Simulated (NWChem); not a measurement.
# CHCl2F; SMILES FC(Cl)Cl

Computed with NWChem. Pople sets run with spherical d functions. Structure relaxed at the PBE0/def2-SVP level. B3LYP is NWChem's, with the RPA form of VWN correlation.

Task: Taking B3LYP/aug-cc-pVTZ as the yardstick, which of these has the fewest basis functions while keeping “dipole (D)” within 0.05 D of it: B3LYP/def2-SVP; B3LYP/6-31+G*; B3LYP/6-31G*; B3LYP/def2-TZVP; B3LYP/def2-SVPD; B3LYP/STO-3G; B3LYP/3-21G; B3LYP/6-311++G**?

Result: B3LYP/def2-SVP (a larger set in the list lies outside the tolerance).
```
level              basis functions  dipole (D)
-----------------  ---------------  ----------
B3LYP/STO-3G                    29        1.81
B3LYP/3-21G                     46        1.58
B3LYP/6-31G*                    66        1.34
B3LYP/def2-SVP                  69        1.26
B3LYP/6-31+G*                   82        1.37
B3LYP/def2-SVPD                105        1.26
B3LYP/6-311++G**               111        1.36
B3LYP/def2-TZVP                142        1.24
B3LYP/aug-cc-pVTZ              215        1.24
```

The yardstick is one finite set, not the basis-set limit.
